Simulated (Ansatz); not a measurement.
Reaction (ligand exchange at the Si–O bond): `[SiH3][O][InH2]` + `N[SiH2]O[SiH3]` → `[SiH3]N[SiH2]O[SiH3]` + `[OH][InH2]`

Isolated molecules relaxed with PBE0-D4/def2-TZVP in Ansatz; ΔE leaves out vibrations. CCSD(T)/CBS adds triple-zeta CCSD(T) − MP2 to the extrapolated MP2 energy (def2 sets, frozen cores). DFT in def2-TZVPP. B3LYP here is the variant with VWN-RPA as its local correlation; programs differ in this. def2 core potentials past Kr. For In outer-core shells are correlated without core-valence functions, which leaves a few kJ/mol of doubt a bond. Each species was taken in one conformer, which may not be the lowest.

```
             level  ΔE (eV)
          B3LYP-D4     0.51
             B3LYP     0.60
     HF/def2-TZVPP     0.72
SCS-MP2/def2-QZVPP     0.57
```

What does CCSD(T)/CBS give? (Best estimate.)

Computed: +0.53 eV. The listed levels differ from it by -0.02, 0.07, 0.19, 0.04 eV.

Largest T1 diagnostic among the species: 0.017.

From PBE to PBE0 (25 % exact exchange), in def2-TZVPP and without D4, ΔE moves by +0.04 eV. In def2-TZVPP, CCSD(T) changes the Hartree–Fock value by −0.19 eV (the triples alone add −0.03 eV) and MP2 by −0.18 eV. The D4 term adds −0.08 eV with B3LYP and −0.05 eV with PBE0; it sums over pairs of atoms, weighted by their polarisabilities, and B3LYP, whose exchange is more repulsive, gets the larger term.
